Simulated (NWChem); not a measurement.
Correlation energy of diselenium (Se$_{2}$)

```
Se
Se 1 2.1994
```
Charge 0, spin multiplicity 3.

Everything below was run with NWChem. The geometry was optimised at UPBE/def2-SVP, a minimum by its harmonic frequencies.

Basis set: 6-31G*. Each correlation energy counts from its own Hartree-Fock reference.

The Hamiltonian is non-relativistic. The correlated methods keep 18 core orbitals frozen. The Pople sets run with spherical d functions. The unpaired electrons of the parent sit in orbitals of symmetry b2g and b3g (D2h labels of the run); other states weren't searched. No SCF solution was tested for a lower state. Open-shell Hartree-Fock references start from PBE0 orbitals. No row is a measurement; the coupled-cluster row has its own basis-set and correlation limits.

```json
[
 {"method": "UMP2", "correlation energy (mHa)": "-498.0"},
 {"method": "SCS-UMP2", "correlation energy (mHa)": "-451.6"},
 {"method": "CCSD on UHF", "correlation energy (mHa)": "…"},
 {"method": "CCSD[T] on UHF", "correlation energy (mHa)": "…"},
 {"method": "CCSD(T) on UHF", "correlation energy (mHa)": "…"},
 {"method": "CCSD on ROHF", "correlation energy (mHa)": "-502.0"},
 {"method": "CCSD[T] on ROHF", "correlation energy (mHa)": "-515.9"},
 {"method": "CCSD(T) on ROHF", "correlation energy (mHa)": "-515.6"}
]
```

Some entries are withheld; supply them.


- CCSD on UHF, correlation energy (mHa): -493.1
- CCSD[T] on UHF, correlation energy (mHa): -506.4
- CCSD(T) on UHF, correlation energy (mHa): -505.7
